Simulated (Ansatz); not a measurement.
The cluster SnS₂. Total charge 0; singlet. Geometry r2SCAN-D4/def2-TZVP; atoms count from 1.

Cartesian coordinates in Å:
```
Sn -0.925 0.801 0.743
S 1.286 0.170 0.039
S -0.361 -0.971 -0.782
```

In the def2 sets Sn takes a core potential; there is no spin–orbit coupling. The structure comes from a short search, and lower isomers may exist.

Question: Estimate the Mulliken populations from the PBE0/def2-TZVP orbitals of Ansatz.

Answer: 
```json
{"atom": "Sn1", "charge (e)": "0.62"}
{"atom": "S2", "charge (e)": "-0.31"}
{"atom": "S3", "charge (e)": "-0.31"}
```
Mulliken values and Mayer orders depend strongly on the basis.

Question: And the Mayer bond orders between bonded heavy atoms (over 0.3)?

Answer: Sn1–S2 1.06 (2.40 Å); Sn1–S3 1.06 (2.40 Å); S2–S3 1.09 (2.17 Å).
